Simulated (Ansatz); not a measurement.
Ansatz (a quantum-chemistry and plane-wave program) input (CCSD(T)/6-31G):

Ansatz 0.2 input:
```yaml
crystal:
  periodic: [false, false, false]
  atoms:
    - {symbol: Ge, position_ang: [1.50451698, 0.08607982, -0.00817884]}
    - {symbol: C, position_ang: [-0.40372379, 0.15173529, -0.06388812]}
    - {symbol: C, position_ang: [-1.25706324, 1.14020879, -0.45132109]}
    - {symbol: C, position_ang: [-2.55020237, 0.49430191, -0.22811973]}
    - {symbol: C, position_ang: [-2.37218771, -0.76622789, 0.25121056]}
    - {symbol: O, position_ang: [-1.05478328, -1.05594134, 0.38204283]}
    - {symbol: H, position_ang: [2.14359863, -1.04289239, -0.87991792]}
    - {symbol: H, position_ang: [2.11955167, 1.41342154, -0.49992339]}
    - {symbol: H, position_ang: [2.10652706, -0.17737802, 1.40995601]}
    - {symbol: H, position_ang: [-3.52416297, 0.93574880, -0.41074326]}
    - {symbol: H, position_ang: [-3.05272871, -1.55603199, 0.53871900]}
basis:
  gaussian:
    orbitals: 6-31G
total_charge: -1
magnetization: {spin_polarized: false}
correlation: {method: ccsd_t, electrons: outside_noble_gas}
```

End of the output:

```
integrals: 0.09 GiB planned
993 factors; integrals over basis functions are off by at most 3.9e-4 eV
1.25 GiB of device memory are held for the factors and their scratch space
mean field: 0.44 GiB planned
mean field evaluation 1: about -62692.5655 eV, gradient 3.2e1 eV
mean field evaluation 2: about -62692.5866 eV, gradient 3.2e1 eV
mean field evaluation 4: about -62696.0224 eV, gradient 4.7e0 eV
mean field evaluation 8: about -62696.1294 eV, gradient 2.1e-1 eV
mean field evaluation 16: about -62694.8577 eV, gradient 2.2e1 eV
mean field -62696.12977030 eV, -2304.0402720956 hartree, gradient 2.4e-6 eV, S^2 0.000000; 0 other end points of the search recorded, 0 dependent functions left out
19 core orbitals not correlated
reference -62696.12977030 eV, -2304.0402720956 hartree; 16, 16 occupied and 49, 49 virtual orbitals, 993 factors
second order -14.52205296 eV of doubles, -0.00000000 eV of singles
coupled cluster: 0.66 GiB planned
cycle   1  -14.73417109 eV  change   -2.1e-1 eV  update   1.3e-1
cycle   2  -15.34850081 eV  change   -6.1e-1 eV  update   4.5e-2
cycle   3  -15.55234231 eV  change   -2.0e-1 eV  update   2.6e-2
cycle   4  -15.55373172 eV  change   -1.4e-3 eV  update   7.6e-3
cycle   5  -15.55291032 eV  change    8.2e-4 eV  update   3.5e-3
cycle   6  -15.55221384 eV  change    7.0e-4 eV  update   1.3e-3
cycle   7  -15.55146801 eV  change    7.5e-4 eV  update   4.4e-4
cycle   8  -15.55156929 eV  change   -1.0e-4 eV  update   1.7e-4
cycle   9  -15.55160893 eV  change   -4.0e-5 eV  update   5.5e-5
cycle  10  -15.55157854 eV  change    3.0e-5 eV  update   2.4e-5
coupled cluster: 0.66 GiB planned
perturbative correction -0.59819121 eV, -0.0219831216 hartree
Total energy: -62712.27954006 eV, -2304.6337651873 hartree
```

It need not be the lowest isomer of its formula. Whether it binds its extra electron was not tested at this geometry.
